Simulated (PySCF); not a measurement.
**Static response to an electric field**

Species: 4-chlorobenzaldehyde, C7H5ClO.
SMILES with atom numbers: `[O:1]=[CH:2][c:3]1[cH:4][cH:5][c:6]([Cl:7])[cH:8][cH:9]1` (hydrogens: H10 on C2; H11 on C4; H12 on C5; H13 on C8; H14 on C9)

Structure used (PBE0-D3(BJ)/def2-SVP), in Å, numbered top down from 1:
```
atom  x, y, z in Å
O1     2.906    0.226   -0.293
C2     2.062   -0.584   -0.005
C3     0.613   -0.296    0.052
C4     0.146    0.997   -0.220
C5    -1.211    1.278   -0.177
C6    -2.107    0.251    0.139
Cl7   -3.799    0.593    0.190
C8    -1.661   -1.042    0.414
C9    -0.297   -1.308    0.369
H10    2.335   -1.642    0.243
H11    0.878    1.771   -0.465
H12   -1.590    2.279   -0.385
H13   -2.384   -1.823    0.657
H14    0.068   -2.317    0.581
```

Level: CAM-B3LYP/def2-SVPD (PySCF), static field, nuclei fixed, core orbitals frozen in the response. The polarisability tensor in these axes (au):

```
x   146.54  -6.56  -5.92
y    -6.56  96.02  -9.15
z    -5.92  -9.15  58.81
```

Question: What are the eigenvalues, a third of the trace, and Δα (Δα² = ½Σ(αi − αj)² over the three pairs)?

Answer: Principal values 56.09, 97.64 and 147.63 au; mean 100.46 au = 14.89 Å³ = 16.56 × 10⁻⁴⁰ C²·m²/J; Δα = 79.39 au (79 % of the mean).

Question: What is the dipole moment, and where does it point?

Answer: (-1.62, -1.50, 0.54) D, 2.27 D in size, pointing from the negative to the positive side. Measured along this direction, the outermost atoms are O1 at the negative end and H13 at the positive end.

Question: What molar refraction does this α imply?

Answer: Lorentz–Lorenz: R = (4π/3)N_A α = 2.5225 cm³/(mol·Å³) × 14.89 Å³ = 37.6 cm³/mol, in the limit of long wavelengths.

Question: Traceless (Buckingham) quadrupole moment about the centre of nuclear charge: eigenvalues?

Answer: -18.52, 1.71, 16.81 D·Å. The values depend on the origin, since the dipole doesn't vanish. The electronic extent ⟨r²⟩ about the same centre is 1670 bohr², a root-mean-square distance of 2.55 Å for the 72 electrons.

Question: Refractivity n − 1 of an ideal gas of it at 273.15 K and 1 atm, from the electronic α?

Answer: N = p/kT = 2.6868 × 10¹⁹ cm⁻³, so n − 1 = 2π × N × 14.89 × 10⁻²⁴ cm³ = 2513 × 10⁻⁶ at long wavelengths.

Geometry: PBE0-D3(BJ)/def2-SVP, one conformer, isolated molecule.
